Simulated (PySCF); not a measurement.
Input of a run (PBE0-D3(BJ)/def2-SVP geometry optimisation, gas phase (PySCF 2.14.0)), started from a GFN2-xTB structure with every atom displaced at random (by about 0.01 Å):
```
{"job": {"xc": "PBE0", "basis": "def2-SVP", "d3": "d3bj", "grid": 1, "shake": 0.01, "kind": "geom"}, "charge": 0, "multiplicity": 1}
O     -0.808730     1.962750    -0.076310
C     -1.402370     0.961390     0.163160
C     -0.730500    -0.307080     0.622990
F     -1.621480    -1.294660     0.744210
C      0.383940    -0.751560    -0.338080
C      1.572580     0.091750    -0.520330
O      1.626250    -1.108140     0.211540
H     -2.476060     0.857740     0.069240
H     -0.283130    -0.144370     1.651330
H      0.021420    -1.368260    -1.132170
H      1.669320     0.997160     0.064330
H      2.088460     0.075010    -1.468950
```

Output (energies in Eh, forces in Eh/bohr):
```
step   0  E = -404.91615958  max force = 0.039700
step   1  E = -404.92071622  max force = 0.008400
step   2  E = -404.92124274  max force = 0.003004
step   3  E = -404.92114714  max force = 0.007275
step   4  E = -404.92132334  max force = 0.003226
step   5  E = -404.92136539  max force = 0.001022
step   6  E = -404.92137514  max force = 0.000582
step   7  E = -404.92138497  max force = 0.000245
optimisation converged
```

**Question.** Summarise the run.

**Answer.** The energy falls by 0.142 eV over 8 energy and gradient evaluations, the largest force component goes from 0.0397 to 2.4e-04 Eh/bohr, and the atoms move by 0.111 Å rms after alignment. The bond that changes most is C2–H8 (aldehyde carbon to formyl hydrogen), which lengthens by 0.038 Å. Bonds longer at the end by more than 0.005 Å: 7 of 12; shorter: 3. Among the angles that change most is C2–C3–F4, from 110.6° to 108.2°. Among the dihedrals that turn most is H9–C3–C5–O7, from 11° to 23°. The energy rose by more than 1e-6 Eh at step 3. The first step brought 87 % of the lowering.

**Question.** What are the final bond lengths?

**Answer.** O1=C2 1.198 Å, C2–C3 1.520 Å, C3–F4 1.372 Å, C3–C5 1.503 Å, C5–C6 1.460 Å, C6–O7 1.410 Å, C5–O7 1.406 Å, C2–H8 1.121 Å, C3–H9 1.106 Å, C5–H10 1.099 Å, C6–H11 1.097 Å, C6–H12 1.097 Å. Numbering counts from 1 in the input's order; the species is `O=C[C@@H](F)[C@H]1CO1`.

The run used 123 basis functions and 56 SCF cycles in all.

No frequency check. The numbers are those of one conformer.
